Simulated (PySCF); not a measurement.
A calculated (UHF, PySCF 2.14, x2c-TZVPall, the spin-free X2C one-electron Hamiltonian (Gaussian nucleus)) atom or ion has these occupied shells.

```json
{"shell": "1s", "electrons": "2", "orbital energy (eV)": "-10449.5", "rms radius, mean of both spins (bohr)": "0.0560"}
{"shell": "2s", "electrons": "2", "orbital energy (eV)": "-1349.3", "rms radius, mean of both spins (bohr)": "0.235"}
{"shell": "2p", "electrons": "6", "orbital energy (eV)": "-1171.2", "rms radius, mean of both spins (bohr)": "0.211"}
{"shell": "3s", "electrons": "2", "orbital energy (eV)": "-187.28", "rms radius, mean of both spins (bohr)": "0.698"}
{"shell": "3p", "electrons": "6", "orbital energy (eV)": "-131.31", "rms radius, mean of both spins (bohr)": "0.737"}
{"shell": "3d", "electrons": "10", "orbital energy (eV)": "-39.916", "rms radius, mean of both spins (bohr)": "0.895"}
{"shell": "4s", "electrons": "2", "orbital energy (eV)": "-19.032", "rms radius, mean of both spins (bohr)": "2.49"}
```

(1) Name the element and its charge.

Answers

(1) Ga⁺ (gallium, charge +1), in [Ar] 3d10 4s2, closed-shell 1S.
